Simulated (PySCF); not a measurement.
Species: C6H5F.
Atom-mapped SMILES: `[CH:1]#[C:2][C:3](=[CH2:4])/[CH:5]=[CH:6]/[F:7]` (hydrogens: H8 on C1; H9, H10 on C4; H11 on C5; H12 on C6)

Computed with PBE0-D3(BJ)/def2-SVP geometry optimisation, gas phase in PySCF.

Problem. List the bond lengths, angles and torsions at this level.

Solution. 
```csv
bond,length (bohr)
C1≡C2,2.292
C2–C3,2.712
C3=C4,2.551
C3–C5,2.765
C5=C6,2.522
C6–F7,2.504
C1–H8,2.030
C4–H9,2.061
C4–H10,2.065
C5–H11,2.066
C6–H12,2.067
```

A selection of angles:
```csv
angle,degrees
C2–C1–H8,179.0
C1–C2–C3,178.8
C2–C3–C4,120.2
C2–C3–C5,118.2
C4–C3–C5,121.5
C3–C4–H9,121.2
C3–C4–H10,120.6
H9–C4–H10,118.2
C3–C5–C6,123.9
C3–C5–H11,117.6
C6–C5–H11,118.5
C5–C6–F7,121.8
C5–C6–H12,124.7
F7–C6–H12,113.5
```

Dihedral angles: C2–C3–C5–C6 0° (synperiplanar); C3–C5–C6–F7 180° (antiperiplanar).

The 7 heavy atoms lie in one plane (0.002 Å rms). The C–C distances run from 1.213 Å (C1≡C2, drawn triple) to 1.463 Å (C3–C5, drawn single), a spread of 0.250 Å. Of the pairs four or more bonds apart, C2···H12 is among the closest relative to their van der Waals radii: 2.63 Å, 91 % of the sum of Bondi's values.

Point group: Cs (tolerance 0.08 Å). No frequency check. The numbers are those of one conformer.
